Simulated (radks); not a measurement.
Problem. Ir+, configuration [Xe] 4f14 5d7 6s1. Method: scalar-relativistic Kohn-Sham, PBEsol, spin-unpolarised, spherical densities, point nucleus; computed with a radial shooting solver on a logarithmic mesh with Libxc functionals. Some entries of the table are withheld. Estimate them.

orbital  occ.  eigenvalue (hartree)  <1/r> (bohr^-1)
1s          2             -2797.350            92.22
2s          2             -489.6103              (1)
2p          6             -425.3904            19.36
3s          2             -114.7428            8.002
3p          6             -95.96905            7.336
3d         10             -75.30958            6.917
4s          2             -24.70632            3.419
4p          6             -18.54952            3.094
4d         10             -10.99307            2.766
5s          2              -3.90898            1.378
4f         14                   (2)            2.316
5p          6              -2.31816              (3)
5d          7              -0.56468              (4)
6s          1              -0.50034           0.4709

Solution. 
(1) 2s <1/r> (bohr^-1): 21.60
(2) 4f eigenvalue (hartree): -2.59271
(3) 5p <1/r> (bohr^-1): 1.166
(4) 5d <1/r> (bohr^-1): 0.7865
